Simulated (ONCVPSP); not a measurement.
Ni: ONCV pseudisation with PW91, non-relativistic reference atom.

```json
{
  "Element": "Ni (Z = 28)",
  "Generator": "ONCVPSP 4.0.1",
  "Type": "optimised norm-conserving Vanderbilt (ONCV)",
  "Functional": "PW91",
  "Relativity": "non-relativistic",
  "Frozen core": "[Ne]",
  "Valence charge": "18",
  "Reference configuration": "3s2 3p6 3d8 (charge +2)",
  "Partial waves": "3s: rc 1.00 bohr, ncon 4, nbas 7, qcut 10.8 1/bohr, 2 projectors, debl 2.1 Ha; 3p: rc 0.90 bohr, ncon 4, nbas 8, qcut 18.8 1/bohr, 2 projectors, debl 2.1 Ha; 3d: rc 0.75 bohr, ncon 4, nbas 7, qcut 12.9 1/bohr, 2 projectors, debl 3.4 Ha",
  "Local potential": "polynomial inside 0.70 bohr (lpopt 4, dvloc0 6 Ha)",
  "Core correction": "Teter function, fcfact 1.75, rcfact 1.5"
}
```

In the s channel the program set the typed energies aside and used -4.690, 0.250 Ha. In the p channel the program set the typed energies aside and used -3.320, 0.250 Ha.

Does the generator finish with these settings?

Yes, a potential is produced and its reference levels are reproduced.

Estimate the cutoffs (Ha) at which the residual kinetic energy of the hardest occupied pseudo-wave falls to 1 and 0.1 mHa per electron.

289 Ha and 336 Ha.

What does a ghost test show?

No bound ghost flagged; no localised positive-energy state flagged.

Which valence shell sets the plane-wave cutoff?

3d: 289 Ha for 1 mHa per electron, against 85 Ha for 3p.

Tests: 3s2 3p6 3d8 4s2; 3s2 3p6 3d8 4s1; 3s2 3p6 3d7; 3s2 3p5 3d8 4s2. Which has the largest error in its energy relative to the reference configuration, and how large is it?

3s2 3p5 3d8 4s2, with +25 meV (all-electron minus pseudo) on +52.62 eV.
